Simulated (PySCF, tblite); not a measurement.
Isomers of C6H13PS, one GFN2-xTB conformer each. Single-point energies are computed at PBE0/pcSseg-1 (PySCF, gas phase, no added dispersion term), electronic only.

```json
{"SMILES": "C[C@@H]1CCC[P@H](=S)C1", "GFN2-xTB relative energy (kJ/mol)": "0.0"}
{"SMILES": "CCP1CCSCC1", "GFN2-xTB relative energy (kJ/mol)": "137.9"}
{"SMILES": "C=CC[P@@H](=S)CCC", "GFN2-xTB relative energy (kJ/mol)": "133.0"}
{"SMILES": "CC(C)[C@@H]1CC[P@@H]1=S", "GFN2-xTB relative energy (kJ/mol)": "76.9"}
{"SMILES": "CP1(=S)CCCCC1", "GFN2-xTB relative energy (kJ/mol)": "3.8"}
```

Conformers: `[CH3:1][C@@H:2]1[CH2:3][CH2:4][CH2:5][P@H:6](=[S:7])[CH2:8]1` with C1–C2–C3–C4 172°, C2–C3–C4–C5 67°, C3–C4–C5–P6 -58°, C4–C5–P6–S7 176°; `[CH3:1][CH2:2][P:3]1[CH2:4][CH2:5][S:6][CH2:7][CH2:8]1` with C1–C2–P3–C4 -176°, C2–P3–C4–C5 164°, P3–C4–C5–S6 -72°, C4–C5–S6–C7 62°, C5–S6–C7–C8 -62°; `[CH2:1]=[CH:2][CH2:3][P@@H:4](=[S:5])[CH2:6][CH2:7][CH3:8]` with C1–C2–C3–P4 111°, C2–C3–P4–S5 178°, C3–P4–C6–C7 -173°, P4–C6–C7–C8 -62°; `[CH3:1][CH:2]([CH3:3])[C@@H:4]1[CH2:5][CH2:6][P@@H:7]1=[S:8]` with C1–C2–C4–C5 176°, C2–C4–C5–C6 -105°, C4–C5–C6–P7 -16°, C5–C6–P7–S8 145°, C2–C4–P7–C6 107°; `[CH3:1][P:2]1(=[S:3])[CH2:4][CH2:5][CH2:6][CH2:7][CH2:8]1` with C1–P2–C4–C5 66°, P2–C4–C5–C6 57°, C4–C5–C6–C7 -66°, C5–C6–C7–C8 66°.

What does PBE0/pcSseg-1 give for the same structures?

```
                 SMILES  PBE0/pcSseg-1 E (Eh)  PBE0/pcSseg-1 (kJ/mol)  GFN2-xTB (kJ/mol)  point group
          CP1(=S)CCCCC1            -975.44105                     0.0                3.8           Cs
 C[C@@H]1CCC[P@H](=S)C1            -975.42858                    32.7                0.0           C1
             CCP1CCSCC1            -975.39419                   123.0              137.9           C1
CC(C)[C@@H]1CC[P@@H]1=S            -975.39401                   123.5               76.9           C1
      C=CC[P@@H](=S)CCC            -975.38796                   139.4              133.0           C1
```

GFN2-xTB puts C[C@@H]1CCC[P@H](=S)C1 lowest instead; measured from each level's own lowest isomer, the values differ by up to 46.6 kJ/mol (CC(C)[C@@H]1CC[P@@H]1=S: 76.9 against 123.5). As drawn, the highest has a C=C bond outside aromatic rings, which the lowest lacks. Neighbours under 10 kJ/mol apart (CCP1CCSCC1 and CC(C)[C@@H]1CC[P@@H]1=S) can change places with a better method, another conformer or zero-point energy.

Which frontier levels, dipoles and rotational constants go with these structures?

```json
{"SMILES": "CP1(=S)CCCCC1", "HOMO (eV, PBE0/pcSseg-1)": "-6.19", "LUMO (eV)": "0.80", "dipole (D)": "5.32", "A, B, C (MHz)": "2397, 1007, 961.2"}
{"SMILES": "C[C@@H]1CCC[P@H](=S)C1", "HOMO (eV, PBE0/pcSseg-1)": "-6.35", "LUMO (eV)": "0.68", "dipole (D)": "5.32", "A, B, C (MHz)": "2524, 924.2, 720.0"}
{"SMILES": "CCP1CCSCC1", "HOMO (eV, PBE0/pcSseg-1)": "-6.33", "LUMO (eV)": "0.87", "dipole (D)": "1.51", "A, B, C (MHz)": "2989, 871.2, 745.3"}
{"SMILES": "CC(C)[C@@H]1CC[P@@H]1=S", "HOMO (eV, PBE0/pcSseg-1)": "-6.55", "LUMO (eV)": "0.29", "dipole (D)": "4.37", "A, B, C (MHz)": "1702, 1322, 946.5"}
{"SMILES": "C=CC[P@@H](=S)CCC", "HOMO (eV, PBE0/pcSseg-1)": "-6.49", "LUMO (eV)": "-0.42", "dipole (D)": "4.44", "A, B, C (MHz)": "1724, 969.2, 691.7"}
```

What happens when harmonic zero-point energies from GFN2-xTB frequencies are added?

```json
{"SMILES": "CP1(=S)CCCCC1", "ZPE (kJ/mol)": "467.6", "electronic (kJ/mol)": "0.0", "with ZPE (kJ/mol)": "0.0"}
{"SMILES": "C[C@@H]1CCC[P@H](=S)C1", "ZPE (kJ/mol)": "466.7", "electronic (kJ/mol)": "32.7", "with ZPE (kJ/mol)": "31.8"}
{"SMILES": "CCP1CCSCC1", "ZPE (kJ/mol)": "463.8", "electronic (kJ/mol)": "123.0", "with ZPE (kJ/mol)": "119.3"}
{"SMILES": "CC(C)[C@@H]1CC[P@@H]1=S", "ZPE (kJ/mol)": "464.1", "electronic (kJ/mol)": "123.5", "with ZPE (kJ/mol)": "120.0"}
{"SMILES": "C=CC[P@@H](=S)CCC", "ZPE (kJ/mol)": "454.3", "electronic (kJ/mol)": "139.4", "with ZPE (kJ/mol)": "126.1"}
```

The zero-point energies span 13.3 kJ/mol. The order is unchanged.
